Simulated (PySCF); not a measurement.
Record of a relaxation.

Compound: SbMe3, C₃H₉Sb.
Bonds: Sb1–C2, Sb1–C6, Sb1–C10. Hydrogens: H3, H4, H5 on C2; H7, H8, H9 on C6; H11, H12, H13 on C10.

Method: PBE0-D3(BJ)/def2-SVP geometry optimisation, gas phase, def2 core potentials past Kr (PySCF); density fitting, grid level 1; the optimiser is geomeTRIC in internal coordinates, started from a GFN2-xTB structure. The frame can shift and turn from step to step; on so coarse a grid that alone can change the energy by a few meV, and forces under 0.02 eV/Å are noise.

Step 0: E = -9789.2454 eV, largest atomic force 0.571 eV/Å
```
atom  x, y, z in Å  |  force x, y, z in eV/Å
Sb1     0.013    0.005    1.226   -0.003   0.007  -0.040
C2      1.823   -0.004    0.033   -0.366   0.008   0.280
H3      2.452    0.833    0.310    0.334   0.424   0.147
H4      1.566    0.073   -1.018   -0.140   0.027  -0.512
H5      2.370   -0.924    0.203    0.281  -0.456   0.096
C6     -0.909    1.576    0.049    0.201  -0.326   0.286
H7     -0.802    1.354   -1.007    0.064  -0.125  -0.521
H8     -0.436    2.527    0.266    0.236   0.487   0.121
H9     -1.962    1.645    0.296   -0.552   0.052   0.135
C10    -0.911   -1.571    0.058    0.202   0.327   0.263
H11    -1.980   -1.577    0.234   -0.544  -0.016   0.099
H12    -0.503   -2.532    0.348    0.199  -0.502   0.152
H13    -0.720   -1.403   -0.997    0.089   0.094  -0.507
```

Step 1: E = -9789.2858 eV, largest atomic force 0.077 eV/Å
```
atom  x, y, z in Å  |  force x, y, z in eV/Å
Sb1     0.012    0.005    1.214   -0.004  -0.009  -0.077
C2      1.840   -0.003    0.033   -0.052   0.008   0.029
H3      2.477    0.848    0.318   -0.009  -0.014  -0.007
H4      1.588    0.071   -1.035    0.023  -0.008   0.004
H5      2.396   -0.935    0.214   -0.005   0.016  -0.001
C6     -0.918    1.591    0.050    0.022  -0.044   0.029
H7     -0.812    1.372   -1.023   -0.011   0.021   0.006
H8     -0.437    2.554    0.276   -0.008  -0.014  -0.003
H9     -1.985    1.661    0.306    0.018   0.005  -0.006
C10    -0.920   -1.587    0.058    0.035   0.048   0.030
H11    -2.004   -1.595    0.245    0.016  -0.005   0.000
H12    -0.503   -2.561    0.355   -0.007   0.014  -0.008
H13    -0.735   -1.421   -1.013   -0.019  -0.017   0.004
```

Step 2: E = -9789.2866 eV, largest atomic force under 0.02 eV/Å
```
atom  x, y, z in Å  |  force x, y, z in eV/Å
Sb1     0.012    0.004    1.209   -0.003  -0.002   0.007
C2      1.838   -0.003    0.033   -0.005   0.003   0.000
H3      2.472    0.849    0.317   -0.001  -0.005  -0.006
H4      1.591    0.067   -1.037    0.015  -0.005   0.002
H5      2.394   -0.933    0.218    0.003   0.008   0.000
C6     -0.917    1.589    0.051    0.003  -0.005   0.002
H7     -0.814    1.376   -1.024   -0.007   0.013   0.003
H8     -0.435    2.551    0.279   -0.005  -0.004  -0.002
H9     -1.984    1.660    0.308    0.006   0.005  -0.003
C10    -0.918   -1.585    0.058    0.006   0.006  -0.001
H11    -2.001   -1.595    0.250    0.006  -0.007   0.001
H12    -0.499   -2.558    0.354   -0.004   0.003  -0.006
H13    -0.740   -1.422   -1.015   -0.013  -0.011   0.002
```

Step 3: E = -9789.2870 eV, largest atomic force under 0.02 eV/Å
```
atom  x, y, z in Å  |  force x, y, z in eV/Å
Sb1     0.013    0.004    1.205   -0.003  -0.001   0.011
C2      1.839   -0.003    0.032    0.003  -0.002  -0.006
H3      2.471    0.851    0.315    0.001   0.006   0.000
H4      1.599    0.062   -1.040    0.001  -0.003  -0.003
H5      2.398   -0.930    0.222    0.004  -0.002   0.004
C6     -0.917    1.591    0.051    0.002   0.003  -0.006
H7     -0.818    1.384   -1.024   -0.001   0.001  -0.002
H8     -0.436    2.552    0.282    0.003   0.004   0.003
H9     -1.984    1.663    0.310   -0.004   0.000   0.003
C10    -0.919   -1.587    0.058   -0.003  -0.001  -0.009
H11    -2.000   -1.601    0.256   -0.004  -0.003   0.006
H12    -0.497   -2.559    0.351    0.005  -0.004   0.001
H13    -0.750   -1.427   -1.017   -0.004   0.001  -0.002
```

Task: Summarise the path.

Result: The energy falls by 4.02 kJ/mol from step 0 to step 3; nine tenths of that is first reached at step 1. It falls at every step. The largest force goes from 0.571 to under 0.02 eV/Å. Among the bonds C6–H9 changes most (a near tie, within 0.001 Å, with another), from 1.084 to 1.100 Å; the atoms move by 0.031 Å rms after alignment.

What follows is the cost of the whole optimisation. Time: 32 s; peak memory 0.45 GiB. Hardware: an Intel Xeon Platinum 8259CL at 2.50 GHz with one thread, no GPU, on a shared host.
